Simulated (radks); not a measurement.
Spherical jellium clusters: N electrons in a uniform positive sphere of charge N and radius rs N^(1/3), rs = 2.26 bohr. Method: non-relativistic Kohn-Sham, LDA (Slater exchange, Perdew-Wang correlation), spin-polarised, spherical densities; computed with a radial shooting solver with Libxc functionals. Levels are named by radial order and angular momentum (1s, 1p, 1d, 2s, ...), and open shells are averaged over m.

N = 17, configuration 1s2 1p6 1d(up 5, down 4). This is the lowest configuration that the search found. Occupied and some empty levels:

level    occupation  eigenvalue (eV)  <r> (bohr)
1s up             1          -10.423       3.480
1s down           1          -10.305       3.458
1p up             3          -7.5291       4.409
1p down           3          -7.3774       4.407
1d up             5          -4.3448       5.203
1d down           4          -4.1919       5.220
2s up             0          -3.8479       4.967
2s down           0          -3.7612       4.996
2p up             0          -1.1217       7.453
1f up             0          -1.1076       6.288
2p down           0          -1.0617       7.552
1f down           0         -0.98181       6.357

Energy (eV): total -12.2371, kinetic 80.237, external -1556.9, Hartree 749.57, exchange-correlation -97.078, background 811.97.

Electron density:

r (bohr)  n(r) (e/bohr^3)
0.199             0.01136
0.948             0.01279
1.70              0.01589
2.45              0.01973
3.19              0.02231
3.94              0.02151
4.69              0.01681
5.44              0.01031
6.19             0.005056
6.94             0.002169
7.69            0.0008686
8.44            0.0003352
9.19            0.0001268
9.94           0.00004750
